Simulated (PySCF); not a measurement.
## Computed structure and properties of [Ta(BH4)4]−

System: [Ta(BH4)4]− (triplet); start: template (C2v). Method: PySCF 2.14.0, UKS r2SCAN, Ta def2-SVP with ECP60, B def2-SVP, H def2-SVP; non-relativistic Hamiltonian with scalar-relativistic core potentials where named; density fitting; no spin-orbit coupling.

Input of the relaxation:

```python
mol = gto.M(atom='''
Ta     0.00000     0.00000     0.00000
B      1.23500     1.23500     1.23500
H      1.92780     1.92780     1.92780
H      0.51360     0.51360     1.95730
H      1.95730     0.51360     0.51360
H      0.51360     1.95730     0.51360
B     -1.23500    -1.23500     1.23500
H     -1.92780    -1.92780     1.92780
H     -0.51360    -0.51360     1.95730
H     -1.95730    -0.51360     0.51360
H     -0.51360    -1.95730     0.51360
B      1.23500    -1.23500    -1.23500
H      1.92780    -1.92780    -1.92780
H      1.47610    -1.47610    -0.03240
H      0.03240    -1.47610    -1.47610
H      1.47610    -0.03240    -1.47610
B     -1.23500     1.23500    -1.23500
H     -1.92780     1.92780    -1.92780
H     -1.47610     1.47610    -0.03240
H     -0.03240     1.47610    -1.47610
H     -1.47610     0.03240    -1.47610''',
    basis={'Ta': 'def2-SVP', 'B': 'def2-SVP', 'H': 'def2-SVP'},
    ecp={'Ta': 'def2-SVP'},
    charge=-1, spin=2)
mf = dft.UKS(mol, xc='R2SCAN')
mf.grids.atom_grid = (50, 194)
mf = mf.density_fit()  # fitting sets: Ta def2-universal-JKFIT, B def2-universal-JKFIT, H def2-universal-JKFIT
mf.conv_tol = 1e-08; mf.max_cycle = 55
mf.kernel(dm0)  # dm0: converged density of the start geometry
# quasi-Newton relaxation in Cartesian coordinates to a largest gradient under 0.00045 Eh/bohr, steps kept in the point group
```

Run from Python with OMP_NUM_THREADS=4; the lines above give its settings. Where DIIS fails, smearing, a level shift and second-order steps follow.
It took 5.6 min on 4 threads of Arm Neoverse V2, with other jobs on the host, from the converged density of the start.

Course of the relaxation:

| step | energy above end (eV) | largest force component within the symmetry (eV/Å) |
| --- | --- | --- |
| 0 | 2.6247 | 1.848 |
| 1 | 1.7302 | 1.223 |
| 2 | 1.0192 | 0.528 |
| 3 | 0.7306 | 0.574 |
| 4 | 0.5898 | 0.630 |
| 5 | 0.4793 | 0.673 |
| 6 | 0.3545 | 0.667 |
| 7 | 0.2209 | 0.513 |
| 14 | 0.0058 | 0.198 |
| 15 | 0.0029 | 0.124 |
| 16 | 0.0011 | 0.067 |
| 17 | 0.0003 | 0.041 |
| 18 | 0.0000 | 0.021 |
| 19 | 0.0000 | 0.015 |
(The steps between are left out.)

Relaxed geometry (C2v):

```xyz
21

Ta    0.0000    0.0000    0.0104
B     1.5387    1.5387    1.1884
H     1.9233    1.9233    2.2855
H     0.6793    0.6793    1.6415
H     2.4246    0.9797    0.5459
H     0.9797    2.4246    0.5459
B    -1.5387   -1.5387    1.1884
H    -1.9233   -1.9233    2.2855
H    -0.6793   -0.6793    1.6415
H    -2.4246   -0.9797    0.5459
H    -0.9797   -2.4246    0.5459
B     1.3449   -1.3449   -1.2885
H     2.1448   -2.1448   -1.7307
H     1.4162   -1.4162   -0.0088
H     0.1577   -1.5804   -1.5922
H     1.5804   -0.1577   -1.5922
B    -1.3449    1.3449   -1.2885
H    -2.1448    2.1448   -1.7307
H    -1.4162    1.4162   -0.0088
H    -0.1577    1.5804   -1.5922
H    -1.5804    0.1577   -1.5922
```

| contact | Å |
| --- | --- |
| Ta1–H4 (BH4) | 1.893 |
| Ta1–H9 (BH4) | 1.893 |
| Ta1–H14 (BH4) | 2.003 |
| Ta1–H19 (BH4) | 2.003 |

On the finer grid (75, 302):

```yaml
HOMO: -0.09 eV
LUMO: 1.10 eV
Dipole_about_the_centre_of_mass: 1.40 D
Spin_squared: 2.009
Set_of_Mulliken_populations_of_Ta1_outside_the_core_potential: s 2.66, p 6.22, d 3.52, f 0.07
D3_BJ_dispersion_energy_not_in_the_energies: -0.157 eV
```

| atom | Mulliken (e) | Löwdin (e) | spin (e) |
| --- | --- | --- | --- |
| Ta1 | 0.53 | -0.05 | 1.72 |
| B2 | -0.37 | -0.40 | -0.01 |
| H3 | -0.06 | -0.02 | 0.02 |
| H4 | 0.02 | 0.07 | -0.02 |
| H5 | 0.00 | 0.02 | 0.04 |
| H6 | 0.00 | 0.02 | 0.04 |
| B7 | -0.37 | -0.40 | -0.01 |
| H8 | -0.06 | -0.02 | 0.02 |
| H9 | 0.02 | 0.07 | -0.02 |
| H10 | 0.00 | 0.02 | 0.04 |
| H11 | 0.00 | 0.02 | 0.04 |
| B12 | -0.42 | -0.33 | 0.00 |
| H13 | -0.04 | -0.02 | 0.02 |
| H14 | 0.04 | 0.07 | 0.00 |
| H15 | 0.03 | 0.06 | 0.02 |
| H16 | 0.03 | 0.06 | 0.02 |
| B17 | -0.42 | -0.33 | 0.00 |
| H18 | -0.04 | -0.02 | 0.02 |
| H19 | 0.04 | 0.07 | 0.00 |
| H20 | 0.03 | 0.06 | 0.02 |
| H21 | 0.03 | 0.06 | 0.02 |

No frequency check is given here. The steps kept the symmetry D2d of the start, so a lower state may lie off it.

Taking off one BH4 (charge -1, singlet; the rest: triplet) in vacuum, both parts rigid, costs 3.33 eV; the small basis without counterpoise inflates it.

Rigid scan of BH4 along the line from its metal, all other atoms held (where the atom bridges, its other bond changes as well):

(distance to B2 (Å), energy (eV)): (2.17, 0.585), (2.27, 0.229), (2.37, 0.050), (2.47, 0.000), (2.57, 0.039), (2.67, 0.140), (2.87, 0.442), (3.17, 0.974), (3.57, 1.612), (4.07, 2.190)

One start shape was tried, so this needn't be the lowest isomer.

Open shells may have lower solutions than the one found.
